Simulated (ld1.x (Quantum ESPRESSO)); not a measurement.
## gold (Au): PAW pseudisation with PBEsol, scalar-relativistic reference atom.

Au (Z = 79), PAW, made with ld1.x (Quantum ESPRESSO) 7.5 (PBEsol, scalar-relativistic). Core [Xe] 4f14, reference 5d10 6s1 6p0. Waves: 6s (bound): rcut 1.80, rcutus 2.45 bohr; 6s channel at -0.05 Ry: rcut 1.80, rcutus 2.45 bohr; 6p (bound, empty): rcut 2.90, rcutus 3.30 bohr; 6p channel at 0.3 Ry: rcut 2.90, rcutus 3.30 bohr; 5d (bound): rcut 1.70, rcutus 2.25 bohr; 5d channel at 0.5 Ry: rcut 1.70, rcutus 2.25 bohr. Local part: all-electron potential smoothed inside 2.75 bohr (lloc = -2). Core correction: Bessel-smoothed model core inside 1.95 bohr. Augmentation charge: BESSEL, radius 1.70 bohr.

All-electron outer shells of the reference configuration (PBEsol, scalar-relativistic, ld1.x):

```tsv
shell	level (eV)	outermost node (bohr)	outermost maximum (bohr)
4f	-81.19	–	0.37
5p	-59.80	0.52	0.96
5d	-6.90	0.56	1.21
6s	-5.80	1.11	2.32
6p	-0.70	1.32	3.55
```

Problem. Does the generator finish with these settings?

Solution. Yes, a potential is produced and its reference levels are reproduced.

Problem. Estimate the cutoffs (Ry, on a coarse ladder) from which the occupation-weighted sum of valence levels, in a spherical-Bessel basis at the reference potential, stays within 10 and 1 mRy of its value at 400 Ry.

Solution. 21 Ry and 35 Ry.

Problem. Does the potential have ghost states?

Solution. No extra level below or beside the all-electron valence levels (s, p, d, f tested).

Problem. Is the overlap operator S = 1 + Σ q|β⟩⟨β| positive definite (Bessel basis up to 400 Ry)?

Solution. Yes: its lowest eigenvalue is 0.37 (s channel).

Problem. Which valence shell sets the plane-wave cutoff?

Solution. 5d: its level needs 21 Ry to come within 1 mRy, against 6 Ry for 6s.

Problem. Tests: 5d10 6s0 6p0; 5d9 6s0 6p0; 5d8 6s0 6p0; 5d10 6s0 6p1; 5d10 6s0.5 6p0; 5d7 6s0 6p0; 5d9 6s1 6p0. Which has the largest error in its energy relative to the reference configuration, and how large is it?

Solution. 5d7 6s0 6p0, with -643 meV (all-electron minus pseudo) on +112.32 eV.
